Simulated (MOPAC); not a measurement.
MOPAC input (PM6):

```
PM6 1SCF CHARGE=1 GEO-OK AUX(PRECISION=9) THREADS=1
C2H9GeO

C    -2.95420300 1   -0.53969400 1   -0.13590400 1
C    -1.69186300 1   -0.08446600 1    0.53888000 1
O    -0.51505900 1   -0.40415600 1   -0.34046100 1
Ge    1.28208500 1    0.27195100 1   -0.01098800 1
H    -3.79870400 1   -0.28295900 1    0.50624400 1
H    -2.97097400 1   -1.62322700 1   -0.27238600 1
H    -3.09474100 1   -0.04600200 1   -1.09680000 1
H    -1.63895100 1    0.99567800 1    0.65363900 1
H    -1.51050800 1   -0.57461900 1    1.49402500 1
H    -0.59699700 1   -1.29329500 1   -0.71860800 1
H     2.00528700 1   -0.41627100 1   -1.15972400 1
H     1.00798100 1    1.76223900 1   -0.14282400 1
H     1.56777200 1   -0.24577900 1    1.39385900 1
```

Output:

```
 *******************************************************************************
 **                                                                           **
 **                              MOPAC v23.2.5                                **
 **                                                                           **
 *******************************************************************************
 ** MOPAC's Digital Object Identifier: https://doi.org/10.5281/zenodo.6511958 **
 **                                                                           **
 ** Please cite the open-source release paper for use of this MOPAC version:  **
 ** J. E. Moussa and J. J. P. Stewart (2026)                                  **
 ** MOPAC: An open-source semiempirical molecular orbital program             **
 ** J. Open Source Softw., 11(119), 8025, https://doi.org/10.21105/joss.08025 **
 *******************************************************************************

                              PM6 CALCULATION RESULTS

 *******************************************************************************
 *  PM6        - The PM6 Hamiltonian to be used
 *  GEO-OK     - OVERRIDE INTERATOMIC DISTANCE AND OTHER SAFETY CHECKS
 *
 *
 *
 *                 CHARGE ON SYSTEM = +1
 *
 *
 *
 *  1SCF       - DO 1 SCF AND THEN STOP
 *  AUX        - OUTPUT AUXILIARY INFORMATION
 *******************************************************************************
PM6 1SCF CHARGE=1 GEO-OK AUX(PRECISION=9) THREADS=1
 C2H9GeO

   ATOM   CHEMICAL          X               Y               Z
  NUMBER   SYMBOL      (ANGSTROMS)     (ANGSTROMS)     (ANGSTROMS)

     1       C         -2.95420300  *  -0.53969400  *  -0.13590400  *
     2       C         -1.69186300  *  -0.08446600  *   0.53888000  *
     3       O         -0.51505900  *  -0.40415600  *  -0.34046100  *
     4      Ge          1.28208500  *   0.27195100  *  -0.01098800  *
     5       H         -3.79870400  *  -0.28295900  *   0.50624400  *
     6       H         -2.97097400  *  -1.62322700  *  -0.27238600  *
     7       H         -3.09474100  *  -0.04600200  *  -1.09680000  *
     8       H         -1.63895100  *   0.99567800  *   0.65363900  *
     9       H         -1.51050800  *  -0.57461900  *   1.49402500  *
    10       H         -0.59699700  *  -1.29329500  *  -0.71860800  *
    11       H          2.00528700  *  -0.41627100  *  -1.15972400  *
    12       H          1.00798100  *   1.76223900  *  -0.14282400  *
    13       H          1.56777200  *  -0.24577900  *   1.39385900  *

          CARTESIAN COORDINATES

    NO.       ATOM           X           Y           Z

     1         C         -2.9542     -0.5397     -0.1359
     2         C         -1.6919     -0.0845      0.5389
     3         O         -0.5151     -0.4042     -0.3405
     4        Ge          1.2821      0.2720     -0.0110
     5         H         -3.7987     -0.2830      0.5062
     6         H         -2.9710     -1.6232     -0.2724
     7         H         -3.0947     -0.0460     -1.0968
     8         H         -1.6390      0.9957      0.6536
     9         H         -1.5105     -0.5746      1.4940
    10         H         -0.5970     -1.2933     -0.7186
    11         H          2.0053     -0.4163     -1.1597
    12         H          1.0080      1.7622     -0.1428
    13         H          1.5678     -0.2458      1.3939

 General Reference for PM6:
 "Optimization of Parameters for Semiempirical Methods V: Modification of NDDO Approximations
 and Application to 70 Elements", J. J. P. Stewart, J. Mol. Mod., 13, 1173-1213 (2007)
 URL: https://link.springer.com/article/10.1007/s00894-007-0233-4

           Empirical Formula: C2 H9 O Ge  =    13 atoms

      MOLECULAR POINT GROUP   :   C1

      RHF CALCULATION, NO. OF DOUBLY OCCUPIED LEVELS = 13

 -------------------------------------------------------------------------------
 PM6 1SCF CHARGE=1 GEO-OK AUX(PRECISION=9) THREADS=1
 C2H9GeO

     1SCF WAS SPECIFIED, SO BFGS WAS NOT USED
     SCF FIELD WAS ACHIEVED

                              PM6 CALCULATION
                                                       MOPAC v23.2.5 Linux

          FINAL HEAT OF FORMATION =        120.80570 KCAL/MOL =     505.45104 KJ/MOL

          COSMO AREA              =        134.38 SQUARE ANGSTROMS
          COSMO VOLUME            =        122.95 CUBIC ANGSTROMS

          IONIZATION POTENTIAL    =         16.327681 EV
          HOMO LUMO ENERGIES (EV) =        -16.328 -5.979
          NO. OF FILLED LEVELS    =         13
          MOLECULAR WEIGHT        =        121.6825         POINT GROUP:  C1

          MOLECULAR DIMENSIONS (Angstroms)

            Atom       Atom       Distance
            H    11    H     5     6.03983
            H     7    H    13     3.68219
            H     6    H    12     3.50505

          SCF CALCULATIONS        =          1

   ATOM   CHEMICAL          X               Y               Z
  NUMBER   SYMBOL      (ANGSTROMS)     (ANGSTROMS)     (ANGSTROMS)

     1       C         -2.95420300  *  -0.53969400  *  -0.13590400  *
     2       C         -1.69186300  *  -0.08446600  *   0.53888000  *
     3       O         -0.51505900  *  -0.40415600  *  -0.34046100  *
     4      Ge          1.28208500  *   0.27195100  *  -0.01098800  *
     5       H         -3.79870400  *  -0.28295900  *   0.50624400  *
     6       H         -2.97097400  *  -1.62322700  *  -0.27238600  *
     7       H         -3.09474100  *  -0.04600200  *  -1.09680000  *
     8       H         -1.63895100  *   0.99567800  *   0.65363900  *
     9       H         -1.51050800  *  -0.57461900  *   1.49402500  *
    10       H         -0.59699700  *  -1.29329500  *  -0.71860800  *
    11       H          2.00528700  *  -0.41627100  *  -1.15972400  *
    12       H          1.00798100  *   1.76223900  *  -0.14282400  *
    13       H          1.56777200  *  -0.24577900  *   1.39385900  *

                             CARTESIAN COORDINATES

   1    C       -2.954203000    -0.539694000    -0.135904000
   2    C       -1.691863000    -0.084466000     0.538880000
   3    O       -0.515059000    -0.404156000    -0.340461000
   4   Ge        1.282085000     0.271951000    -0.010988000
   5    H       -3.798704000    -0.282959000     0.506244000
   6    H       -2.970974000    -1.623227000    -0.272386000
   7    H       -3.094741000    -0.046002000    -1.096800000
   8    H       -1.638951000     0.995678000     0.653639000
   9    H       -1.510508000    -0.574619000     1.494025000
  10    H       -0.596997000    -1.293295000    -0.718608000
  11    H        2.005287000    -0.416271000    -1.159724000
  12    H        1.007981000     1.762239000    -0.142824000
  13    H        1.567772000    -0.245779000     1.393859000

           Empirical Formula: C2 H9 O Ge  =    13 atoms

      MOLECULAR POINT GROUP   :   C1

                  EIGENVALUES
 -35.99651 -32.10220 -27.57227 -25.02226 -23.33528 -21.43464 -21.00583 -18.93908
 -17.92629 -17.86790 -16.98544 -16.74205 -16.32768  -5.97906  -3.28723  -1.99105
  -1.94840  -1.80377  -0.99782  -0.50339   0.30895   0.57800   1.32874   1.48385
   2.38907

              NET ATOMIC CHARGES AND DIPOLE CONTRIBUTIONS

  ATOM NO.   TYPE          CHARGE      No. of ELECS.   s-Pop       p-Pop
    1          C          -0.534259        4.5343     1.08938     3.44488
    2          C           0.075304        3.9247     1.12089     2.80381
    3          O          -0.489665        6.4897     1.69802     4.79165
    4         Ge           0.441964        3.5580     1.24021     2.31782
    5          H           0.214731        0.7853     0.78527
    6          H           0.188502        0.8115     0.81150
    7          H           0.200004        0.8000     0.80000
    8          H           0.161151        0.8388     0.83885
    9          H           0.147803        0.8522     0.85220
   10          H           0.375628        0.6244     0.62437
   11          H           0.077089        0.9229     0.92291
   12          H           0.078787        0.9212     0.92121
   13          H           0.062961        0.9370     0.93704
 DIPOLE           X         Y         Z       TOTAL
 POINT-CHG.    -1.285    -0.615     0.780     1.625
 HYBRID        -0.157    -0.517    -0.290     0.613
 SUM           -1.442    -1.132     0.490     1.898

          ATOMIC ORBITAL ELECTRON POPULATIONS

     Atom    s        px        py        pz
    1  C   1.08938   1.05968   1.19688   1.18832
    2  C   1.12089   0.77264   1.11106   0.92011
    3  O   1.69802   1.50459   1.54325   1.74381
    4 Ge   1.24021   0.43285   0.91372   0.97126
    5  H   0.78527
    6  H   0.81150
    7  H   0.80000
    8  H   0.83885
    9  H   0.85220
   10  H   0.62437
   11  H   0.92291
   12  H   0.92121
   13  H   0.93704

 **********************
 *                    *
 * JOB ENDED NORMALLY *
 *                    *
 **********************

 == MOPAC DONE ==
```

The dipole moment of an ion depends on the origin.

The geometry given is a B3LYP-D3(BJ)/def2-TZVP minimum.
